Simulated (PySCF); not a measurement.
# How methods differ on the excitation energy of B

B [He] 2s2 2p1 (2P) → B [He] 2s2 3s1 (2S), as a difference of total energies. All numbers are calculated (PySCF 2.14, the spin-free X2C one-electron Hamiltonian (Gaussian nucleus), in aug-cc-pCVTZ-DK with one added diffuse shell each of s, p, d, f type (8s7p5d3f, 75 functions)). Correlated levels: valence: 1s2 frozen; valence and next inner shell: nothing frozen. The calculations carry no spin-orbit coupling.

| method | excitation energy (eV) |
| --- | --- |
| UHF | 4.918 |
| LDA | 5.235 |
| PBE | 5.246 |
| PBE0 | 5.251 |
| r2SCAN | 5.481 |
| BP86 | 5.281 |
| M06-2X | 4.942 |
| BHandHLYP | 5.309 |
| revPBE | 5.222 |
| MP2 (valence) | 5.016 |
| SCS-MP2 (valence) | 4.998 |
| MP2 (valence and next inner shell) | 5.024 |
| SCS-MP2 (valence and next inner shell) | 4.999 |

Task: How much does correlation contribute at MP2 (valence and next inner shell)?

Result: 5.024 − (4.918) = 0.106 eV, measured against UHF.

Errors of the correlated levels include the incompleteness of this basis and the frozen core.

For comparison: 4.963 eV (measured; NIST levels, between the centres of gravity of the two terms).
